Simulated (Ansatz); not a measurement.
Isolated molecules relaxed with PBE0-D4/def2-TZVP in Ansatz; ΔE leaves out vibrations. CCSD(T)/CBS adds triple-zeta CCSD(T) − MP2 to the extrapolated MP2 energy (def2 sets, frozen cores). This one scheme is used for every species. Functionals use def2-TZVPP. For Se outer-core shells are correlated without core-valence functions, which leaves a few kJ/mol of doubt a bond. Scalar relativity is left out up to krypton. Each species was taken in one conformer, which may not be the lowest.

`B[Se]CC` + CH₄ → `CC[Se]C` + BH₃  (formal exchange of groups at the Se–B bond)

| level | ΔE (kJ/mol) | difference from CCSD(T)/CBS |
| --- | --- | --- |
| r2SCAN-D4 | 167.2 | 9.8 |
| ωB97M-V | 154.3 | -3.1 |
| B2PLYP | 156.6 | -0.8 |
| PBE | 168.6 | 11.2 |
| r2SCAN | 167.2 | 9.8 |
| HF/def2-TZVPP | 136.1 | -21.3 |
| SCS-MP2/def2-TZVPP | 149.2 | -8.2 |
| CCSD(T)/def2-TZVPP | 156.0 | -1.4 |
| MP2/def2-QZVPP | 157.3 | -0.1 |
| SCS-MP2/def2-QZVPP | 149.6 | -7.8 |
| CCSD(T)/CBS | 157.4 | 0 |

Largest T1 diagnostic among the species: 0.012.

In def2-TZVPP, CCSD(T) changes the Hartree–Fock value by +20.0 kJ/mol (the triples alone add +4.0 kJ/mol) and MP2 by +20.8 kJ/mol. From PBE to PBE0 (25 % exact exchange), in def2-TZVPP and without D4, ΔE moves by −5.9 kJ/mol.
